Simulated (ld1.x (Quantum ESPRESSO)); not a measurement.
## Logarithmic derivatives: hydrogen, TM

- Element: H (Z = 1)
- Generator: ld1.x (Quantum ESPRESSO) 7.5
- Type: norm-conserving Troullier–Martins (Kleinman–Bylander form)
- Functional: LDA (PZ)
- Relativity: scalar-relativistic
- Frozen core: none
- Valence charge: 1
- Reference configuration: 1s0.5 (charge +0.5)
- Partial waves: 2p channel at -0.05 Ry: rc 1.15 bohr; 1s (bound): rc 1.45 bohr
- Local potential: the s channel
- Core correction: none

The phase is arctan(r·u′/u) with u = r·R(r), unwrapped; energies in Ry, scanned from -3 to 5 Ry. A pole is an energy at which the radial function vanishes at the test radius. The pseudo phase is shifted by a multiple of π to meet the all-electron one at the reference energy, and phase errors are pseudo minus all-electron; the curves can meet again beyond the range given. Levels narrower than the energy grid can be missing from the lists of poles.

| channel | radius (bohr) | reference energy (Ry) | poles, all-electron | poles, pseudo | unbroken range about the reference energy with phases within 0.05 rad | phase error 1 Ry above the reference energy (rad) |
| --- | --- | --- | --- | --- | --- | --- |
| s | 1.60 | -0.91 | 0.62 | 0.65 | below 3.4 | +0.004 |
| p | 1.60 | -0.05 | none | none | the whole range | -0.003 |

Phases in the p channel:

```json
{"E (Ry)": "-3.00", "all-electron": "1.220", "pseudo": "1.219"}
{"E (Ry)": "-2.76", "all-electron": "1.207", "pseudo": "1.207"}
{"E (Ry)": "-2.52", "all-electron": "1.193", "pseudo": "1.192"}
{"E (Ry)": "-2.28", "all-electron": "1.177", "pseudo": "1.177"}
{"E (Ry)": "-2.04", "all-electron": "1.160", "pseudo": "1.159"}
{"E (Ry)": "-1.80", "all-electron": "1.140", "pseudo": "1.139"}
{"E (Ry)": "-1.56", "all-electron": "1.117", "pseudo": "1.117"}
{"E (Ry)": "-1.32", "all-electron": "1.091", "pseudo": "1.091"}
{"E (Ry)": "-1.08", "all-electron": "1.062", "pseudo": "1.061"}
{"E (Ry)": "-0.84", "all-electron": "1.026", "pseudo": "1.026"}
{"E (Ry)": "-0.60", "all-electron": "0.985", "pseudo": "0.985"}
{"E (Ry)": "-0.36", "all-electron": "0.934", "pseudo": "0.934"}
{"E (Ry)": "-0.12", "all-electron": "0.873", "pseudo": "0.873"}
{"E (Ry)": "0.12", "all-electron": "0.797", "pseudo": "0.797"}
{"E (Ry)": "0.36", "all-electron": "0.702", "pseudo": "0.701"}
{"E (Ry)": "0.60", "all-electron": "0.580", "pseudo": "0.579"}
{"E (Ry)": "0.84", "all-electron": "0.424", "pseudo": "0.422"}
{"E (Ry)": "1.08", "all-electron": "0.230", "pseudo": "0.226"}
{"E (Ry)": "1.32", "all-electron": "0.000", "pseudo": "-0.008"}
{"E (Ry)": "1.56", "all-electron": "-0.249", "pseudo": "-0.262"}
{"E (Ry)": "1.80", "all-electron": "-0.488", "pseudo": "-0.505"}
{"E (Ry)": "2.04", "all-electron": "-0.696", "pseudo": "-0.715"}
{"E (Ry)": "2.28", "all-electron": "-0.865", "pseudo": "-0.885"}
{"E (Ry)": "2.52", "all-electron": "-0.998", "pseudo": "-1.019"}
{"E (Ry)": "2.76", "all-electron": "-1.103", "pseudo": "-1.124"}
{"E (Ry)": "3.00", "all-electron": "-1.186", "pseudo": "-1.207"}
{"E (Ry)": "3.24", "all-electron": "-1.254", "pseudo": "-1.274"}
{"E (Ry)": "3.48", "all-electron": "-1.309", "pseudo": "-1.330"}
{"E (Ry)": "3.72", "all-electron": "-1.355", "pseudo": "-1.376"}
{"E (Ry)": "3.96", "all-electron": "-1.394", "pseudo": "-1.416"}
{"E (Ry)": "4.20", "all-electron": "-1.427", "pseudo": "-1.451"}
{"E (Ry)": "4.44", "all-electron": "-1.457", "pseudo": "-1.481"}
{"E (Ry)": "4.68", "all-electron": "-1.483", "pseudo": "-1.509"}
{"E (Ry)": "4.92", "all-electron": "-1.506", "pseudo": "-1.534"}
```
